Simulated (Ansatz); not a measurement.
`Cl[SiH]1[SiH2]S1` + CH₄ → `C[SiH]1[SiH2]S1` + HCl at 298.15 K and 1 bar (formal exchange of groups at the Si–Cl bond).

Gas-phase electronic energies from Ansatz, PBE0-D4/def2-TZVP geometries. CCSD(T)/CBS is the MP2 limit (def2-TZVPP, def2-QZVPP) plus CCSD(T) − MP2 in def2-TZVPP, frozen cores. This one scheme is used for every species.

| species | CCSD(T)/CBS energy (Eh) | H − E (kJ/mol) | S (J/(mol·K)) |
| --- | --- | --- | --- |
| `Cl[SiH]1[SiH2]S1` | -1437.58844 | 96.5 | 328.9 |
| CH₄ | -40.46206 | 127.4 | 186.2 |
| `C[SiH]1[SiH2]S1` | -1017.63316 | 190.1 | 334.5 |
| HCl | -460.38127 | 26.6 | 186.8 |

H − E and S are ideal-gas, rigid-rotor, harmonic terms from PBE0-D4/def2-TZVP, for one conformer and one mirror image of each species. 1 Eh = 2625.50 kJ/mol, R = 8.31446 J/(mol·K).

Q: By hand: ΔE, ΔH, ΔS and ΔG.

A: ΔE = (-1017.63316) + (-460.38127) − (-1437.58844) − (-40.46206) = 0.03607 Eh = 94.7 kJ/mol. Δ(H − E) = 190.1 + 26.6 − 96.5 − 127.4 = -7.2, so ΔH = 87.5 kJ/mol. ΔS = 334.5 + 186.8 − 328.9 − 186.2 = 6.2 J/(mol·K). ΔG = 87.5 − 298.15 × (6.2)/1000 = 85.7 kJ/mol.

Q: By hand: the equilibrium constant, and the temperature at which ΔG would vanish if ΔH and ΔS stayed fixed.

A: log₁₀ K = −ΔG/(RT ln 10) = -15.0. ΔG = 0 at ΔH/ΔS = 14113 K, far beyond where these terms or the molecules hold.

The number of gas molecules stays the same, so ΔS is small and ΔH decides. A doubt of 5 kJ/mol in ΔE shifts log₁₀ K by 0.9 here. Other conformers and mirror images would add mixing entropy, several J/(mol·K) or more a flexible species. These are equilibria of isolated gas molecules and say nothing of rates. Largest T1 diagnostic: 0.013 (customary marks: 0.02 for closed shells, 0.045 for open ones).
